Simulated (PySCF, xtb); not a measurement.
CdTe, SMILES [Cd]=[Te].

GFN2-xTB (xtb) at its own geometry gives an orbital gap of 2.49 eV and a dipole moment of 6.81 D.

Coordinates come from a PBE0-D3(BJ)/def2-TZVP optimisation. The def2 effective core potentials stand for the cores of Cd, Te; spin–orbit coupling is left out.

### Question
What does PBE0/def2-TZVPD in PySCF give? (The exact figures need the calculation; the answer reports its results.)

### Answer
gap 1.78 eV (levels -5.79 and -4.01 eV), dipole 5.22 D.
